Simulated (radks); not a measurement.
All-electron atom: As3+ in [Ar] 3d10 4s2.

Method: scalar-relativistic Kohn-Sham, Slater X-alpha with alpha = 0.874, spin-polarised, spherical densities, point nucleus; computed with a radial shooting solver on a logarithmic mesh with Libxc functionals.

Energy parts (eV):
| part | energy |
|---|---|
| total | -61957.534 |
| kinetic | 63187.872 |
| electron-nucleus | -147950.151 |
| Hartree | 25569.494 |
| exchange | -2764.749 |

Orbitals (lengths in bohr, moments of r in powers of bohr; <r^-3> diverges for s and p1/2):
orbital,occ.,eigenvalue (eV),<r^-3>
1s,2,-11817.20,-
2s,2,-1541.165,-
2p,6,-1361.393,1121
3s,2,-231.9235,-
3p,6,-175.4743,157.4
3d,10,-81.4717,17.88
4s,2,-46.5630,-

The highest occupied level is 4s at -46.563 eV. For comparison, the ionisation energy in NIST's Atomic Spectra Database is 50.2 eV (measured). In exact Kohn-Sham theory the highest level is minus the ionisation energy, but local and semilocal functionals leave it too shallow, through self-interaction and a potential that decays too fast; potentials with the right tail come closer.
